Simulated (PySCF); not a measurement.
**Two probes of the same atoms: core binding energy and nuclear shielding**

Compound: C3H9PSi.
Numbering: `[CH2:1]=[CH:2][P:3]([CH3:4])[SiH3:5]`

Geometry (GFN2-xTB, Å), atoms numbered from 1 in this order:
```
atom  x, y, z in Å
C1    -0.556   -2.132    0.057
C2    -1.047   -0.944    0.379
P3    -0.142    0.483    1.010
C4     1.601    0.068    0.546
Si5   -0.639    1.904   -0.649
H6    -1.198   -2.936   -0.266
H7     0.497   -2.355    0.099
H8    -2.118   -0.773    0.351
H9     1.993   -0.680    1.234
H10    1.661   -0.306   -0.474
H11    2.202    0.971    0.640
H12   -0.255    1.427   -1.983
H13    0.084    3.144   -0.366
H14   -2.083    2.128   -0.616
```

Binding energies: delta-SCF UKS SCAN, pcX-2 on the ionised atom, pcseg-1 elsewhere, spin-free X2C (PySCF 2.14.0). Shieldings: GIAO PBE0/pcSseg-1, non-relativistic, same geometry.

```csv
atom,C 1s (eV)
C1,289.78
C2,290.28
C4,290.56
```

Q: What are the absolute isotropic shieldings of these atoms?

A: 
| atom | environment | C 1s (eV) | isotropic shielding (ppm) |
| --- | --- | --- | --- |
| C1 | terminal =CH2 carbon | 289.78 | 61.6 |
| C2 | alkene CH carbon | 290.28 | 41.0 |
| C4 | sp3 carbon bound to phosphorus | 290.56 | 180.1 |

Q: Among the listed atoms, is the one with the highest binding energy also the least shielded?

A: No. The highest binding energy is at C4 (290.56 eV, shielding 180.1 ppm), the lowest shielding at C2 (41.0 ppm, 290.28 eV).

By binding energy: C1 < C2 < C4. By shielding: C2 < C1 < C4.

Isolated species at its GFN2-xTB geometry (one conformer only).
